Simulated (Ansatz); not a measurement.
This geometry of BrH + Cl3F2HOW (10 atoms, charge 0, multiplicity 1) is a first-order saddle point.

Level of theory: RKS PBE/def2-SVP in Ansatz.

```xyz
10
Properties=species:S:1:pos:R:3
W -0.142 0.102 -0.053
O -0.568 -0.117 1.941
H -0.796 -1.017 2.255
Cl 1.884 0.901 0.685
F -0.285 1.638 -1.115
Cl -2.397 -0.193 -0.454
F 0.085 -1.746 0.339
Cl 0.691 -0.735 -2.052
Br -1.335 2.536 1.751
H -1.076 1.012 2.261
```

Task: Which two structures does it join? (They come from a converged band through this point; their orientation in space is the band's.)

Result: Bonds broken: W1–O2, Br9–H10. Bonds formed: W1–Br9, O2–H10. BrH + Cl3F2HOW becomes BrCl3F2W + H2O.

Image 0:

```xyz
10
Properties=species:S:1:pos:R:3
W -0.027 -0.420 -0.091
O -0.539 -0.451 1.698
H -0.917 0.215 2.338
Cl 2.177 0.061 0.480
F -0.477 1.442 -0.027
Cl -2.192 -0.951 -0.766
F 0.406 -2.235 -0.128
Cl 0.519 -0.062 -2.320
Br -1.656 2.332 2.879
H -1.234 2.450 1.496
```

Image 6:

```xyz
10
Properties=species:S:1:pos:R:3
W -0.411 0.404 -0.591
O 0.071 -0.063 3.332
H -0.235 -0.858 2.855
Cl 1.564 0.999 0.433
F -0.192 1.769 -1.853
Cl -2.387 -0.220 -1.642
F -0.672 -0.975 0.666
Cl 0.751 -1.075 -1.952
Br -1.671 1.956 0.875
H -0.757 0.443 3.436
```

Task: How far does it lie above each of them?

Result: 92.7 kJ/mol above the first and 51.0 kJ/mol above the second. This is the barrier of this one path; another mechanism may lie lower. The orbitals stay closed-shell, which can raise the energy where a bond breaks towards radicals; this wasn't checked here.

The run took 5.3 min on 4 threads of Intel(R) Xeon(R) 6975P-C (Granite Rapids), on a shared host, peak memory 0.54 GiB.
